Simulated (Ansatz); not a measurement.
H3In (SMILES [InH3]), charge 0, multiplicity 1, relaxed at each level with Ansatz (an electronic-structure program); harmonic frequencies from differences of analytic forces, average atomic masses, frozen cores. Elements past Kr take the def2 small-core potentials, without spin–orbit coupling.

```
level               harmonic frequencies (cm⁻¹)  ZPE (eV)  cost over PBE/def2-TZVPP (rough)
------------------  ---------------------------  --------  --------------------------------
PBE/def2-TZVPP       580 580 606 1747 1752 1752     0.435                                ×1
r2SCAN/def2-TZVPP    601 601 628 1812 1812 1813     0.451                                ×2
PBE0/def2-TZVPP      606 606 626 1814 1814 1822     0.452                                ×1
MP2/def2-TZVPP       619 626 626 1819 1819 1841     0.456                                ×2
CCSD(T)/def2-SVP     611 618 618 1761 1761 1776     0.443                              ×0.8
CCSD(T)/def2-TZVPP   600 610 610 1766 1766 1781     0.442                                 -
```
